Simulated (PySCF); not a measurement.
# How methods differ on the ionisation energy of O⁺

O⁺ [He] 2s2 2p3 (4S) → O²⁺ [He] 2s2 2p2 (3P), as a difference of total energies. All numbers are calculated (PySCF 2.14, the spin-free X2C one-electron Hamiltonian (Gaussian nucleus), in aug-cc-pVTZ-DK). Correlated levels: valence: 1s2 frozen. The calculations carry no spin-orbit coupling.

| method | ionisation energy (eV) |
| --- | --- |
| UHF | 34.556 |
| MP2 (valence) | 35.188 |
| SCS-MP2 (valence) | 34.932 |
| CCSD (valence) | 35.009 |
| CCSD(T) (valence) | 35.019 |

Question: How much does correlation contribute at CCSD(T) (valence)?

Answer: 35.019 − (34.556) = 0.463 eV, measured against UHF.

A first-order spin-orbit estimate (lowest level to lowest level, LS coupling) adds -0.027 eV.

Errors of the correlated levels include the incompleteness of this basis and the frozen core.

For comparison: 35.121 eV (measured; NIST Atomic Spectra Database, ionization energies).
